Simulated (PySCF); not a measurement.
C₂H₉FSi₂, SMILES [SiH3]C[Si@@H](C)F. Atoms are numbered in the order given.

```xyz
14

C     -2.2966    -0.8312     0.9225
Si    -0.8319    -0.5093    -0.1933
F     -1.0909     0.9112    -0.9751
C      0.7814    -0.3458     0.7450
Si     2.1291     0.6285    -0.1589
H     -2.1703    -1.7846     1.4627
H     -3.2341    -0.8887     0.3463
H     -2.4021    -0.0281     1.6702
H     -0.7094    -1.5542    -1.2435
H      0.5985     0.1390     1.7211
H      1.1636    -1.3610     0.9594
H      3.4333     0.4843     0.5483
H      1.7794     2.0722    -0.2153
H      2.2905     0.1140    -1.5474
```
Charge 0, spin multiplicity 1.

Coordinates come from a TPSSh-D3(BJ)/def2-SVP optimisation. The structure was generated by enumeration; whether it is a known compound was not checked. Other conformers were not sampled.

All values below come from TPSSh-D3(BJ)/def2-SVP (PySCF).

Frequencies are harmonic and unscaled.

| mode | ν (cm⁻¹) | IR (km/mol) | moving atoms (share of kinetic energy) |
|---|---|---|---|
| 1 | 38 | 0.2 | H 35 %, C 31 %, Si 19 %, F 14 % |
| 2 | 102 | 0.7 | Si 30 %, H 25 %, F 24 %, C 21 % |
| 3 | 139 | 0.2 | H 87 % |
| 4 | 160 | 0.2 | H 94 % |
| 5 | 201 | 2.9 | C 30 %, H 28 %, Si 23 %, F 19 % |
| 6 | 266 | 5.9 | Si 32 %, H 29 %, F 20 %, C 19 % |
| 7 | 281 | 8.9 | Si 32 %, H 28 %, F 24 %, C 16 % |
| 8 | 488 | 3.0 | H 89 % |
| 9 | 548 | 1.0 | H 48 %, Si 26 %, C 24 % |
| 10 | 636 | 10.8 | H 83 %, C 14 % |
| 11 | 692 | 6.8 | C 41 %, H 35 %, Si 19 % |
| 12 | 698 | 10.1 | H 62 %, C 28 % |
| 13 | 748 | 15.9 | H 54 %, C 32 %, Si 13 % |
| 14 | 774 | 121.0 | H 45 %, C 28 %, Si 26 % |
| 15 | 808 | 104.1 | H 55 %, C 25 %, Si 14 % |
| 16 | 837 | 8.4 | H 46 %, F 34 %, Si 13 % |
| 17 | 893 | 274.1 | H 74 %, Si 13 %, C 11 % |
| 18 | 924 | 80.0 | H 60 %, Si 24 %, F 9 % |
| 19 | 955 | 229.9 | H 82 %, Si 13 % |
| 20 | 962 | 80.9 | H 96 % |
| 21 | 970 | 40.6 | H 98 % |
| 22 | 1022 | 11.9 | H 91 % |
| 23 | 1077 | 131.5 | H 60 %, C 36 % |
| 24 | 1288 | 27.2 | H 78 %, C 22 % |
| 25 | 1394 | 6.6 | H 92 % |
| 26 | 1447 | 1.7 | H 96 % |
| 27 | 1452 | 4.4 | H 96 % |
| 28 | 2245 | 141.8 | H 97 % |
| 29 | 2252 | 50.9 | H 97 % |
| 30 | 2265 | 170.1 | H 97 % |
| 31 | 2270 | 108.3 | H 96 % |
| 32 | 3029 | 0.4 | H 96 % |
| 33 | 3030 | 4.3 | H 96 % |
| 34 | 3088 | 1.7 | H 91 %, C 9 % |
| 35 | 3121 | 6.2 | H 91 %, C 9 % |
| 36 | 3129 | 5.3 | H 91 %, C 9 % |
